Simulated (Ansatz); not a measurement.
Basis-set series for BH6SSbSi (`SB[SiH2][SbH2]`). Total charge 0; spin multiplicity 1. Sb: def2 effective core potential. The geometry is a stationary point of PBE0-D4/def2-TZVP. It is one conformer, not always the lowest.

```
functional       basis  functions  energy (Eh)  HOMO (eV)  LUMO (eV)
   PBE0-D4    def2-SVP        106   -955.87594      -6.90      -1.73
   PBE0-D4  def2-QZVPP        459   -956.17552      -6.96      -1.89
   ωB97M-V    def2-SVP        106   -956.04250      -8.77       0.19
   ωB97M-V  def2-QZVPP        459   -956.34500      -8.87      -0.08
```

**Question.** Give the rows for def2-TZVPP. (An estimate is asked.)

**Answer.** The calculation gave: 
| functional | basis | functions | energy (Eh) | HOMO (eV) | LUMO (eV) |
| --- | --- | --- | --- | --- | --- |
| PBE0-D4 | def2-TZVPP | 249 | -956.15056 | -6.95 | -1.86 |
| ωB97M-V | def2-TZVPP | 249 | -956.32111 | -8.85 | -0.02 |

Program: Ansatz 0.2.0.
